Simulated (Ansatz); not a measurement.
CH7BSeSi. Charge 0, multiplicity 1. The bonds changed during the relaxation, so this is another structure than the one it started from. The structure was optimised at the PBE0-D4/def2-TZVP level. It is one conformer, not always the lowest.

```xyz
11

B    -1.022    0.041   -1.476
Si   -0.583    0.306    0.402
C     0.587   -0.726    1.428
Se    0.625    1.542   -1.255
H    -1.935    0.673   -1.921
H    -0.585   -0.900   -2.069
H    -1.254    1.341    1.232
H     0.006   -1.360    2.105
H     1.183   -1.379    0.788
H     1.253   -0.108    2.033
H     1.726    0.569   -1.267
```

(1) What is the dipole moment at B3LYP/def2-TZVPP? (Best estimate.)

(2) And with PBE, r2SCAN, ωB97M-V? (Estimate.)

(3) Give the Mulliken charges with B3LYP, PBE, ωB97M-V in def2-TZVPP. (An estimate is asked.)

Results:

(1) Ansatz gave: 2.48 D, with components (1.45, -0.49, 1.95) D in this frame, pointing from negative to positive charge.

(2) Computed: PBE 2.49 D, r2SCAN 2.53 D, ωB97M-V 2.54 D.

(3) Computed: 
| atom | B3LYP | PBE | ωB97M-V |
| --- | --- | --- | --- |
| B1 | -0.19 | -0.22 | -0.35 |
| Si2 | 0.20 | 0.16 | 0.19 |
| C3 | -0.38 | -0.37 | -0.43 |
| Se4 | -0.04 | 0.01 | -0.06 |
| H5 | 0.04 | 0.04 | 0.10 |
| H6 | 0.05 | 0.04 | 0.10 |
| H7 | -0.07 | -0.06 | -0.02 |
| H8 | 0.11 | 0.11 | 0.12 |
| H9 | 0.11 | 0.11 | 0.12 |
| H10 | 0.11 | 0.12 | 0.13 |
| H11 | 0.05 | 0.06 | 0.08 |

B3LYP here is the variant with VWN-RPA as its local correlation; programs differ in this.
